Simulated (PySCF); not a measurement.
octasulfur (S8), SMILES S1SSSSSSS1.

Coordinates come from a PBE-D3(BJ)/def2-SVP optimisation.

All values below come from PBE-D3(BJ)/def2-SVP (PySCF).

Frequencies are harmonic and unscaled.

A small imaginary wavenumber (i) marks a very flat motion, where grid noise or a shallow saddle decides the sign.

```
mode  ν (cm⁻¹)  IR (km/mol)  moving atoms (share of kinetic energy)
----  --------  -----------  --------------------------------------
1          23i          0.0                                 S 100 %
2           66          0.1                                 S 100 %
3          112          0.5                                 S 100 %
4          124          0.0                                 S 100 %
5          135          0.1                                 S 100 %
6          179          1.2                                 S 100 %
7          191          0.6                                 S 100 %
8          228          1.0                                 S 100 %
9          230          0.1                                 S 100 %
10         274          1.8                                 S 100 %
11         284          3.7                                 S 100 %
12         351          1.3                                 S 100 %
13         357          0.7                                 S 100 %
14         414         11.6                                 S 100 %
15         424          2.2                                 S 100 %
16         448          0.4                                 S 100 %
17         461          3.9                                 S 100 %
18         472          0.9                                 S 100 %
```
